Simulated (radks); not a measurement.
Values are calculated unless marked as measured or tabulated.
Effect of the nuclear size on neutral tellurium, [Kr] 4d10 5s2 5p4. Code: a radial shooting solver on a logarithmic mesh with Libxc functionals. Model: Dirac Kohn-Sham, LDA (Slater exchange, Perdew-Wang correlation), spin-unpolarised, spherical densities, finite nucleus; open shells are shared between the two j in proportion to 2j + 1; Fermi nuclear charge, rms radius 4.7423 fm. The rms radius is varied about that value; shifts are against it.

| rms radius (fm) | total energy shift (eV) | density at nucleus (e/bohr^3) | 1s1/2 shift (meV) | 2s1/2 shift (meV) | 4p1/2 shift (meV) | 5s1/2 shift (meV) | 5p1/2 shift (meV) | 5p3/2 shift (meV) |
|---|---|---|---|---|---|---|---|---|
| 4.0025 | -1.52 | 2.335e+05 | -639 | -74.3 | 0.228 | -0.345 | 0.038 | 0.040 |
| 4.5052 | -0.512 | 2.29e+05 | -214 | -24.9 | 0.077 | -0.116 | 0.013 | 0.013 |
| 4.7423 | 0 | 2.27e+05 | 0.000 | 0.000 | 0.000 | 0.000 | 0.000 | 0.000 |
| 5.1976 | 1.04 | 2.236e+05 | 438 | 50.9 | -0.156 | 0.236 | -0.026 | -0.027 |
| 5.667 | 2.20 | 2.204e+05 | 923 | 107 | -0.329 | 0.498 | -0.055 | -0.058 |

Slopes of the eigenvalues against <r^2> in GHz/fm^2, as finite differences over the two radii next to the reference (eigenvalue slopes, not the field-shift constants of lines): 1s1/2 23500, 2s1/2 2730, 4p1/2 -8.37, 5s1/2 12.7, 5p1/2 -1.40, 5p3/2 -1.47.
